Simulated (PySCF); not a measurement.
chlorotrifluoromethane (CClF3), singlet, geometry from GFN2-xTB; MP2/pcseg-1 (PySCF).

Here is a job for PySCF.
```python
from pyscf import gto, scf, mp

mol = gto.M(
    atom='''
F    -0.86134566   -0.63254016   -1.02874238
C    -0.35035604   -0.00774362    0.01889747
F    -0.84407447    1.21875581    0.05006863
F    -0.74576507   -0.64039210    1.11088556
Cl    1.42134135    0.03141469   -0.07666418
''',
    basis='pcseg-1',
    verbose=4,
)

mf = scf.RHF(mol)
mf.kernel()

pt = mp.MP2(mf, frozen=9)
pt.kernel()
print('E(MP2) = %.10f' % pt.e_tot)
```

Output, abridged:

```
PySCF version 2.14.0

[INPUT] verbose = 4
[INPUT] num. atoms = 5
[INPUT] num. electrons = 50
[INPUT] charge = 0
[INPUT] spin (= nelec alpha-beta = 2S) = 0
[INPUT] symmetry False subgroup None
[INPUT] Mole.unit = angstrom
[INPUT] Symbol           X                Y                Z      unit          X                Y                Z       unit  Magmom
[INPUT]  1 F     -0.861345660000  -0.632540160000  -1.028742380000 AA   -1.627707395983  -1.195327665189  -1.944041350933 Bohr   0.0
[INPUT]  2 C     -0.350356040000  -0.007743620000   0.018897470000 AA   -0.662076961687  -0.014633321013   0.035711042747 Bohr   0.0
[INPUT]  3 F     -0.844074470000   1.218755810000   0.050068630000 AA   -1.595069577037   2.303114693622   0.094615998132 Bohr   0.0
[INPUT]  4 F     -0.745765070000  -0.640392100000   1.110885560000 AA   -1.409291735567  -1.210165681335   2.099269464134 Bohr   0.0
[INPUT]  5 Cl     1.421341350000   0.031414690000  -0.076664180000 AA    2.685945881020   0.059365160388  -0.144874303764 Bohr   0.0

nuclear repulsion = 250.095095447637
number of shells = 15
number of NR pGTOs = 144
number of NR cGTOs = 74
basis = pcseg-1
ecp = {}

******** <class 'pyscf.scf.hf.RHF'> ********
method = RHF
initial guess = minao
damping factor = 0
level_shift factor = 0
DIIS = <class 'pyscf.scf.diis.CDIIS'>
diis_start_cycle = 1
diis_space = 8
diis_damp = 0
SCF conv_tol = 1e-09
SCF conv_tol_grad = None
SCF max_cycles = 50
direct_scf = True
direct_scf_tol = 1e-13
Set gradient conv threshold to 3.16228e-05
Initial guess from minao.
init E= -796.331984359772
  HOMO = -0.440428000673449  LUMO = 0.12478261274544  gap/eV = 15.38016
cycle= 1 E= -795.331754295947  delta_E=    1  |g|= 0.988  |ddm|= 2.18
  HOMO = -0.527388819223639  LUMO = 0.0297183610914775  gap/eV = 15.15966
cycle= 2 E= -795.467187937732  delta_E= -0.135  |g|= 0.645  |ddm|= 1.07
  HOMO = -0.514588306328597  LUMO = 0.136762816430636  gap/eV = 17.72417
cycle= 3 E= -795.54154576736  delta_E= -0.0744  |g|= 0.0555  |ddm|= 0.407
  HOMO = -0.511231116815452  LUMO = 0.149999045005816  gap/eV = 17.99299
cycle= 4 E= -795.542633675174  delta_E= -0.00109  |g|= 0.0197  |ddm|= 0.0783
  HOMO = -0.51149839137661  LUMO = 0.149982524142807  gap/eV = 17.99981
cycle= 5 E= -795.542776574978  delta_E= -0.000143  |g|= 0.0044  |ddm|= 0.0323
  HOMO = -0.512593695399736  LUMO = 0.14937379295928  gap/eV = 18.01305
cycle= 6 E= -795.542785354465  delta_E= -8.78e-06  |g|= 0.000934  |ddm|= 0.00797
  HOMO = -0.512321244325789  LUMO = 0.149570083447076  gap/eV = 18.01098
cycle= 7 E= -795.542785881659  delta_E= -5.27e-07  |g|= 0.00021  |ddm|= 0.00257
  HOMO = -0.512396395700638  LUMO = 0.149558492459262  gap/eV = 18.01271
cycle= 8 E= -795.542785908436  delta_E= -2.68e-08  |g|= 5.74e-05  |ddm|= 0.000535
  HOMO = -0.512389695410491  LUMO = 0.149560794911111  gap/eV = 18.01259
cycle= 9 E= -795.542785910653  delta_E= -2.22e-09  |g|= 1.74e-05  |ddm|= 0.000142
  HOMO = -0.512395151365764  LUMO = 0.14955578514635  gap/eV = 18.01260
cycle= 10 E= -795.542785910858  delta_E= -2.05e-10  |g|= 3.91e-06  |ddm|= 4.16e-05
  HOMO = -0.512395127121261  LUMO = 0.14955584767197  gap/eV = 18.01260
Extra cycle  E= -795.542785910867  delta_E= -8.64e-12  |g|= 1.57e-06  |ddm|= 5.1e-06
converged SCF energy = -795.542785910867

******** <class 'pyscf.mp.mp2.RMP2'> ********
nocc = 16, nmo = 65
frozen orbitals 9
E(RMP2) = -796.353114353622  E_corr = -0.810328442755353
E(SCS-RMP2) = -796.317117860779  E_corr = -0.77433194991233
E_corr(same-spin) = -0.228533286223955
E_corr(oppo-spin) = -0.581795156531398
E(MP2) = -796.3531143536
```
